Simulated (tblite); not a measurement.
Q: Write Cartesian coordinates for `O=S(=O)(Cl)c1cccc(F)c1` as optimised with GFN2-xTB.

A: 
```
atom  x, y, z in Å
O1     2.4113   -1.8593    0.9377
S2     2.2788   -0.5647    0.3575
O3     3.0207    0.5287    0.8922
Cl4    2.8175   -0.7375   -1.6035
C5     0.5686   -0.1282    0.1609
C6     0.2370    1.2036    0.0429
C7    -1.0954    1.5408   -0.1442
C8    -2.0594    0.5482   -0.2142
C9    -1.6811   -0.7807   -0.0924
F10   -2.6197   -1.7337   -0.1605
C11   -0.3571   -1.1453    0.0954
H12    1.0144    1.9467    0.1076
H13   -1.3843    2.5755   -0.2377
H14   -3.1006    0.7887   -0.3608
H15   -0.0551   -2.1747    0.1970
```

Orientation and origin are arbitrary. Atoms count from 1 in this order. S2 (sulfonyl sulfur) is distorted tetrahedral (angles from 99.7° to 119.7°). The 6-membered ring C5–C6–C7–C8–C9–C11 has internal angles of 117.0° to 123.2°; it is planar, 0.00 Å rms from its mean plane, widest ring torsion 0°. Of the pairs four or more bonds apart, O3···H12 is among the closest relative to their van der Waals radii: 2.58 Å, 95 % of the sum of Bondi's values.

Bonds between heavy atoms (Å): O1=S2 1.425, S2=O3 1.425, S2–Cl4 2.041, S2–C5 1.776, C5–C6 1.377, C6–C7 1.387, C7–C8 1.386, C8–C9 1.387, C9–F10 1.339, C9–C11 1.386, C5–C11 1.377.

The geometry is computed with GFN2-xTB (gas phase).

Point group: C1 (no symmetry element, even within 0.4 Å). Its GFN2-xTB frequencies are all real (lowest 26 cm⁻¹). The numbers are those of one conformer (O1–S2–C5–C6 159°).
